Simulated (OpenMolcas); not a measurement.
## Lu+: effect of the active space

| Item | Value |
| --- | --- |
| Program | OpenMolcas |
| Method | MS-CASPT2 or its RAS form, IPEA 0.25 Eh, imaginary shift 0.1 Eh |
| Basis | ANO-RCC-VDZP |
| Scalar Hamiltonian | DKH2, point nucleus |
| Spin-orbit coupling | RASSI with atomic mean-field integrals over the reference wave functions, term energies averaged over their components |

A. 2 electrons in 6 orbitals (5d 6s); 2S+1 = 3 even, 15 roots; 2S+1 = 1 even, 20 roots; closed shells correlated: 5s 5p; CASPT2 step of the order of 6 core-seconds
B. 2 electrons in 9 orbitals (RAS2 5d 6s; RAS3 6p, at most 2 electrons); 2S+1 = 1 even, 21 roots; 2S+1 = 3 even, 15 roots kept (CI in the orbitals of an earlier block); 2S+1 = 1 odd, 8 roots; 2S+1 = 3 odd, 18 roots kept (CI in the orbitals of an earlier block); closed shells correlated: 5s 5p; CASPT2 step roughly 30 core-seconds

Energies in cm-1 above 6s2 1S0, the measured ground level; measured values from NIST Handbook of Basic Atomic Spectroscopic Data.

```
    Level      A      B  Measured
  6s2 1S0    0.0    0.0       0.0
5d 6s 3D1  14730  15520     11796
5d 6s 3D2  15450  16210     12435
5d 6s 3D3  17130  17830     14199
5d 6s 1D2  20890  21460     17333
  5d2 3F2  34120  34920     29407
  5d2 3F3  35810  36540     30889
  5d2 3F4  37600  38280     32504
  5d2 3P0  40910  40150     35652
  5d2 3P1  41380  41380     36557
```

Deviations, from unrounded energies. A percentage is the sum of absolute deviations over the sum of measured energies, with the sign that they share, or ± where signs differ.

```tsv
Against measurement	Levels	A	B
mean absolute deviation (cm-1)	9	4100	4600
other configurations (%)	9	+16.9	+18.8
```

A lies closest to measurement on these levels. The largest miss of A in the table is 5d2 3P0, by +5300 cm-1. The ranking rests on the paired levels alone, and a cruder setting can come out closer through cancelling errors.

Between A and B the level of the table that moves most is 5d2 3F2, by 790 cm-1 (lowest in A, highest in B). Moves below CASPT2's spread within the term are not significant.

CASPT2 breaks the degeneracy within a term, and the mean is taken; among the terms shown or strongly mixed into the levels shown the widest spread is 190 cm-1 (5d 6s 1D, A). A single d shell beside an s shell can misplace configurations of different d count against each other. Terms from blocks run as CI alone lack orbitals of their own (holds for B). Computed and measured levels are paired by configuration, term and J; levels that our copy of the source lacks, or whose pairing is in doubt (as where it misses far off the trend of its configuration), stay unpaired and out of the deviations. Levels of configurations outside the active space are missing. Levels that lie high or do not pair safely by name in every column are left out.
